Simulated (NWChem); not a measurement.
Everything below was run with NWChem. System: C$_{2}$H$_{9}$BO, charge 0, spin multiplicity 1, displaced from the optimised geometry. The structure started from a generated list of species.

The NWChem input:

```
start mol
memory heap 200 mb stack 800 mb global 1000 mb
geometry units angstroms nocenter noautoz noautosym
  B     -0.373303     0.212747     0.310676
  H     -1.350046     0.097967     1.094388
  C      1.063454     0.548256     1.033722
  H      1.300592    -0.093245     1.940957
  H      1.034577     1.614340     1.420789
  H      1.957677     0.500475     0.332510
  C     -0.692527     0.951402    -1.112580
  H     -0.873254     2.054005    -0.917186
  H     -1.623027     0.562487    -1.627903
  H      0.164938     0.907964    -1.858289
  O     -0.206741    -1.521666    -0.169254
  H      0.094080    -1.986194     0.661827
  H      0.589349    -1.546156    -0.773293
end
basis spherical
  * library def2-svp
end
dft
  xc pbe0
  semidirect memsize 60000000 filesize 0
  iterations 100
  convergence nodiis damp 40
end
task dft gradient
```

The output up to the point where the run's verdict is printed (cleaned and shortened):

```
             Northwest Computational Chemistry Package (NWChem) 7.3.0
             --------------------------------------------------------

                                NWChem Input Module
                                -------------------

 Scaling coordinates for geometry "geometry" by  1.889725989
 (inverse scale =  0.529177249)

                             Geometry "geometry" -> ""
                             -------------------------

 Output coordinates in angstroms (scale by  1.889725989 to convert to a.u.)

  No.       Tag          Charge          X              Y              Z
 ---- ---------------- ---------- -------------- -------------- --------------
    1 B                    5.0000    -0.37330300     0.21274700     0.31067600
    2 H                    1.0000    -1.35004600     0.09796700     1.09438800
    3 C                    6.0000     1.06345400     0.54825600     1.03372200
    4 H                    1.0000     1.30059200    -0.09324500     1.94095700
    5 H                    1.0000     1.03457700     1.61434000     1.42078900
    6 H                    1.0000     1.95767700     0.50047500     0.33251000
    7 C                    6.0000    -0.69252700     0.95140200    -1.11258000
    8 H                    1.0000    -0.87325400     2.05400500    -0.91718600
    9 H                    1.0000    -1.62302700     0.56248700    -1.62790300
   10 H                    1.0000     0.16493800     0.90796400    -1.85828900
   11 O                    8.0000    -0.20674100    -1.52166600    -0.16925400
   12 H                    1.0000     0.09408000    -1.98619400     0.66182700
   13 H                    1.0000     0.58934900    -1.54615600    -0.77329300

 Effective nuclear repulsion energy (a.u.)     122.4031231764

            Nuclear Dipole moment (a.u.)
            ----------------------------
        X                 Y               Z
 ---------------- ---------------- ----------------
     0.0000094486    -0.0000037795     0.0000000000


 Summary of "ao basis" -> "" (spherical)
 ------------------------------------------------------------------------------
[...]
 d= 0,ls=0.5         52   -135.0807939154 -5.91D+01  2.89D-01              55.0
 d= 0,ls=0.5         53    -75.9957803503  5.91D+01  2.89D-01              56.2
 d= 0,ls=0.5         54   -135.0807939401 -5.91D+01  2.89D-01              57.3
 d= 0,ls=0.5         55    -75.9957803269  5.91D+01  2.89D-01              58.4
 d= 0,ls=0.5         56   -135.0807939475 -5.91D+01  2.89D-01              59.5
 d= 0,ls=0.5         57    -75.9957803199  5.91D+01  2.89D-01              60.5
 d= 0,ls=0.5         58   -135.0807939497 -5.91D+01  2.89D-01              61.6
 d= 0,ls=0.5         59    -75.9957803178  5.91D+01  2.89D-01              62.8
 d= 0,ls=0.5         60   -135.0807939504 -5.91D+01  2.89D-01              63.9
 d= 0,ls=0.5         61    -75.9957803172  5.91D+01  2.89D-01              65.0
 d= 0,ls=0.5         62   -135.0807939506 -5.91D+01  2.89D-01              66.1
 d= 0,ls=0.5         63    -75.9957803170  5.91D+01  2.89D-01              67.3
 d= 0,ls=0.5         64   -135.0807939506 -5.91D+01  2.89D-01              68.4
 d= 0,ls=0.5         65    -75.9957803170  5.91D+01  2.89D-01              69.5
 d= 0,ls=0.5         66   -135.0807939506 -5.91D+01  2.89D-01              70.7
 d= 0,ls=0.5         67    -75.9957803170  5.91D+01  2.89D-01              71.9
 d= 0,ls=0.5         68   -135.0807939506 -5.91D+01  2.89D-01              73.1
 d= 0,ls=0.5         69    -75.9957803170  5.91D+01  2.89D-01              74.2
 d= 0,ls=0.5         70   -135.0807939507 -5.91D+01  2.89D-01              75.3
 d= 0,ls=0.5         71    -75.9957803170  5.91D+01  2.89D-01              76.5
 d= 0,ls=0.5         72   -135.0807939507 -5.91D+01  2.89D-01              77.6
 d= 0,ls=0.5         73    -75.9957803170  5.91D+01  2.89D-01              78.8
 d= 0,ls=0.5         74   -135.0807939506 -5.91D+01  2.89D-01              79.9
 d= 0,ls=0.5         75    -75.9957803170  5.91D+01  2.89D-01              81.0
 d= 0,ls=0.5         76   -135.0807939506 -5.91D+01  2.89D-01              82.2
 d= 0,ls=0.5         77    -75.9957803170  5.91D+01  2.89D-01              83.3
 d= 0,ls=0.5         78   -135.0807939506 -5.91D+01  2.89D-01              84.4
 d= 0,ls=0.5         79    -75.9957803170  5.91D+01  2.89D-01              85.6
 d= 0,ls=0.5         80   -135.0807939507 -5.91D+01  2.89D-01              86.8
 d= 0,ls=0.5         81    -75.9957803169  5.91D+01  2.89D-01              88.0
 d= 0,ls=0.5         82   -135.0807939507 -5.91D+01  2.89D-01              89.1
 d= 0,ls=0.5         83    -75.9957803169  5.91D+01  2.89D-01              90.4
 d= 0,ls=0.5         84   -135.0807939507 -5.91D+01  2.89D-01              91.6
 d= 0,ls=0.5         85    -75.9957803169  5.91D+01  2.89D-01              92.7
 d= 0,ls=0.5         86   -135.0807939507 -5.91D+01  2.89D-01              93.9
 d= 0,ls=0.5         87    -75.9957803170  5.91D+01  2.89D-01              95.2
 d= 0,ls=0.5         88   -135.0807939507 -5.91D+01  2.89D-01              96.3
 d= 0,ls=0.5         89    -75.9957803170  5.91D+01  2.89D-01              97.5
 d= 0,ls=0.5         90   -135.0807939507 -5.91D+01  2.89D-01              98.8
 d= 0,ls=0.5         91    -75.9957803170  5.91D+01  2.89D-01              99.9
 d= 0,ls=0.5         92   -135.0807939507 -5.91D+01  2.89D-01             101.1
 d= 0,ls=0.5         93    -75.9957803169  5.91D+01  2.89D-01             102.3
 d= 0,ls=0.5         94   -135.0807939506 -5.91D+01  2.89D-01             103.5
 d= 0,ls=0.5         95    -75.9957803169  5.91D+01  2.89D-01             104.6
 d= 0,ls=0.5         96   -135.0807939507 -5.91D+01  2.89D-01             105.9
 d= 0,ls=0.5         97    -75.9957803170  5.91D+01  2.89D-01             107.1
 d= 0,ls=0.5         98   -135.0807939507 -5.91D+01  2.89D-01             108.2
 d= 0,ls=0.5         99    -75.9957803169  5.91D+01  2.89D-01             109.5
 d= 0,ls=0.5        100   -135.0807939506 -5.91D+01  2.89D-01             110.7
```

The run did not converge; its last values are not results. The next line reads: Calculation failed to converge. NWChem stopped with the message: dft gradient failed.
